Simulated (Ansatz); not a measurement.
Gas-phase electronic energies from Ansatz, PBE0-D4/def2-TZVP geometries. CCSD(T)/CBS adds triple-zeta CCSD(T) − MP2 to the extrapolated MP2 energy (def2 sets, frozen cores). Functionals use def2-TZVPP. For Br outer-core shells are correlated without core-valence functions, which leaves a few kJ/mol of doubt a bond. Scalar relativity is left out up to krypton.

Consider the silylene formation by 1,1-elimination: `F[SiH](Br)Br` → `F[Si]Br` + HBr.

| level | ΔE (kJ/mol) | difference from CCSD(T)/CBS |
| --- | --- | --- |
| revPBE-D4 | 218.7 | -20.1 |
| CAM-B3LYP-D4 | 229.7 | -9.1 |
| ωB97M-V | 224.8 | -14.0 |
| B2PLYP | 223.9 | -14.9 |
| PBE0 | 233.6 | -5.2 |
| BHLYP | 230.7 | -8.1 |
| LC-ωPBE | 248.9 | 10.1 |
| HF/def2-TZVPP | 234.9 | -3.9 |
| CCSD(T)/def2-TZVPP | 228.7 | -10.1 |
| HF/CBS(def2) | 234.8 | -4.0 |
| CCSD(T)/CBS | 238.8 | 0 |

Largest T1 diagnostic among the species: 0.012.

Leaving LDA and LC-ωPBE aside and taking each functional with its dispersion term where it has one, the values, not all of them listed here, spread over 54.4 kJ/mol, from BLYP-D4 to r2SCAN0-D4. LDA lies +28.0 kJ/mol from PBE without D4. From PBE to PBE0 (25 % exact exchange), in def2-TZVPP and without D4, ΔE moves by +20.6 kJ/mol.

CCSD(T)/CBS has its own doubt, a few kJ/mol and more with outer-core shells, so smaller differences from it don't rank the levels.
